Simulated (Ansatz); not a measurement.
Ansatz (a program for electronic structure) input (CCSD(T)/aug-cc-pV(D+d)Z):
A basis named .json is the Basis Set Exchange file of that set.

Ansatz 0.2 input:
```yaml
crystal:
  periodic: [false, false, false]
  atoms:
    - {symbol: C, position_ang: [1.55241129, 0.65946292, -0.80349607]}
    - {symbol: Si, position_ang: [0.05273260, 0.16486820, 0.10431747]}
    - {symbol: O, position_ang: [-0.56701474, -1.35623135, -0.75224303]}
    - {symbol: O, position_ang: [-1.17926689, 1.16344891, -0.12284584]}
    - {symbol: O, position_ang: [0.16021210, -0.55861753, 1.53847590]}
    - {symbol: H, position_ang: [1.30370964, 0.94665057, -1.82690854]}
    - {symbol: H, position_ang: [2.00563643, 1.52877784, -0.32131408]}
    - {symbol: H, position_ang: [2.28875185, -0.14452788, -0.83010821]}
    - {symbol: H, position_ang: [-1.26786782, -1.30751884, -1.42309770]}
    - {symbol: H, position_ang: [-1.90720026, 1.30405103, 0.49138482]}
    - {symbol: H, position_ang: [0.84084816, -0.40272008, 2.19998399]}
    - {symbol: H, position_ang: [-0.62804596, -2.17844538, -0.23650461]}
basis:
  gaussian:
    orbitals: aug-cc-pV_D+d_Z.json
total_charge: 1
magnetization: {spin_polarized: false}
correlation: {method: ccsd_t, electrons: outside_noble_gas}
output: {forces: true}
```

Output:

```
Functional definition: HF
integrals: 0.82 GiB planned
1826 factors; integrals over basis functions are off by at most 8.4e-4 eV
mean field: 1.05 GiB planned
mean field evaluation 1: about -15104.3275 eV, gradient 7.2e1 eV
mean field evaluation 2: about -15104.5250 eV, gradient 7.3e1 eV
mean field evaluation 4: about -15113.8308 eV, gradient 4.2e0 eV
mean field evaluation 8: about -15113.9012 eV, gradient 2.5e-1 eV
mean field evaluation 16: about -15110.8075 eV, gradient 4.1e1 eV
mean field -15113.90149885 eV, -555.4256355124 hartree, gradient 4.5e-6 eV, S^2 0.000000; 0 other end points of the search recorded, 0 dependent functions left out
9 core orbitals not correlated
reference -15113.90149885 eV, -555.4256355124 hartree; 16, 16 occupied and 162, 162 virtual orbitals, 1826 factors
densities: 4.96 GiB planned
second order -23.13815266 eV of doubles, -0.00000000 eV of singles
coupled cluster: 2.60 GiB planned
cycle   1  -23.51468012 eV  change   -3.8e-1 eV  update   1.0e-1
cycle   2  -24.00884421 eV  change   -4.9e-1 eV  update   2.8e-2
cycle   3  -24.13662242 eV  change   -1.3e-1 eV  update   1.4e-2
cycle   4  -24.13067468 eV  change    5.9e-3 eV  update   2.8e-3
cycle   5  -24.12939613 eV  change    1.3e-3 eV  update   1.2e-3
cycle   6  -24.12995334 eV  change   -5.6e-4 eV  update   3.4e-4
cycle   7  -24.12983373 eV  change    1.2e-4 eV  update   1.3e-4
cycle   8  -24.12975527 eV  change    7.8e-5 eV  update   4.1e-5
cycle   9  -24.12975692 eV  change   -1.7e-6 eV  update   1.3e-5
perturbative correction -0.67742908 eV, -0.0248950595 hartree
the calculation of the forces begins
Total energy: -15138.70868485 eV, -556.3372827830 hartree
Atom 0 at     1.552411     0.659463    -0.803496 Å, force    -0.174993    -0.071742     0.047644 eV/Å
Atom 1 at     0.052733     0.164868     0.104317 Å, force     0.504284     0.139681    -0.181691 eV/Å
Atom 2 at    -0.567015    -1.356231    -0.752243 Å, force     0.072531    -0.166691    -0.119258 eV/Å
Atom 3 at    -1.179267     1.163449    -0.122846 Å, force    -0.536960     0.552187    -0.334794 eV/Å
Atom 4 at     0.160212    -0.558618     1.538476 Å, force    -0.137348    -0.527976     0.613685 eV/Å
Atom 5 at     1.303710     0.946651    -1.826909 Å, force    -0.113570     0.123840    -0.439320 eV/Å
Atom 6 at     2.005636     1.528778    -0.321314 Å, force     0.177725     0.372515     0.218144 eV/Å
Atom 7 at     2.288752    -0.144528    -0.830108 Å, force     0.312693    -0.356166    -0.001790 eV/Å
Atom 8 at    -1.267868    -1.307519    -1.423098 Å, force    -0.090781    -0.034592    -0.005455 eV/Å
Atom 9 at    -1.907200     1.304051     0.491385 Å, force    -0.077373    -0.037574     0.127133 eV/Å
Atom 10 at     0.840848    -0.402720     2.199984 Å, force     0.134500     0.067027     0.058001 eV/Å
Atom 11 at    -0.628046    -2.178445    -0.236505 Å, force    -0.070708    -0.060509     0.017702 eV/Å
Dipole moment:    -0.205989    -0.582317    -0.073650 e Å
```

It need not be the lowest isomer of its formula.
